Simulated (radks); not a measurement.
The numbers below are computed, except where a source is named.
Orbital eigenvalues (eV) of the gallium ion Ga+, [Ar] 3d10 4s2, at several levels of relativity; Dirac values are averaged over j with weights 2j + 1. Spin-unpolarised spherical Kohn-Sham, BLYP, point nucleus unless stated (finite: rms radius 3.9973 fm), a radial shooting solver on a logarithmic mesh with Libxc functionals. A level marked "c x" has the speed of light scaled by that factor.

shell  non-rel.  scalar-rel., finite nucleus  Dirac, c x 1.25  Dirac, c x 1.5  change of magnitude, last against first (%)
1s       -10103                       -10241           -10189          -10162                                        +0.59
2s      -1240.6                      -1270.8          -1259.4         -1253.6                                        +1.05
2p      -1100.3                      -1107.6          -1104.7         -1103.4                                        +0.28
3s      -151.27                      -156.11          -154.30         -153.36                                        +1.38
3p      -105.80                      -106.95          -106.53         -106.30                                        +0.47
3d      -27.932                      -27.332          -27.546         -27.664                                        -0.96
4s      -16.072                      -16.368          -16.258         -16.200                                        +0.80
